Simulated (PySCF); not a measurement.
A species of formula C3H5ClN2Si has this rotational fingerprint, computed with PBE0-D3(BJ)/def2-SVP geometry optimisation, gas phase (PySCF):

- Rotational constants: A = 5601, B = 908.3, C = 788.8 MHz
- Dipole components: |μa| = 1.02 D, |μb| = 3.91 D, |μc| = 0.00 D
- Inertial defect: -5.93 u·Å²
- κ: -0.95

Problem. Which candidate fits, each taken in the one conformer that was computed?
A. `[SiH3]n1cncc1Cl`
B. `[SiH3]c1c[nH]c(Cl)n1`

Solution. B. It is [SiH3]c1c[nH]c(Cl)n1, a near-prolate asymmetric top. The candidates at the same level (rigid rotor, commonest isotopes):

| SMILES | A (MHz) | B (MHz) | C (MHz) | μa (D) | μb (D) | μc (D) | Δ (u·Å²) | point group | rotor |
| --- | --- | --- | --- | --- | --- | --- | --- | --- | --- |
| [SiH3]c1c[nH]c(Cl)n1 | 5601 | 908.3 | 788.8 | 1.02 | 3.91 | 0.00 | -5.93 | near Cs | near-prolate asymmetric top |
| [SiH3]n1cncc1Cl | 2109 | 2032 | 1048 | 2.46 | 1.66 | 0.00 | -6.04 | Cs | asymmetric top |

`[SiH3]n1cncc1Cl` has B 124 % too high. No structure here is proved a minimum.
